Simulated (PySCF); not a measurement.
C₃H₉NSe, SMILES N[Se]C(C)C.

Coordinates come from a ωB97X-D3(BJ)/def2-SVP optimisation. The values are those of a single conformer.

These are r2SCAN/def2-TZVP run with PySCF values and carry that method's errors.

Computed frontier levels, gap, dipole moment and polarisability:
```yaml
highest_occupied_level: -5.27 eV
lowest_empty_level: -0.57 eV
orbital_gap: 4.69 eV
dipole_moment: 2.53 D
quadrupole, principal values (traceless, Buckingham form, about the centre of nuclear charge): -5.03, -0.17, 5.20 D·Å
mean_static_polarisability: 72.8 bohr³ (10.79 Å³)
polarisability_principal_values: 59.4, 72.1, 87.0 bohr³
```
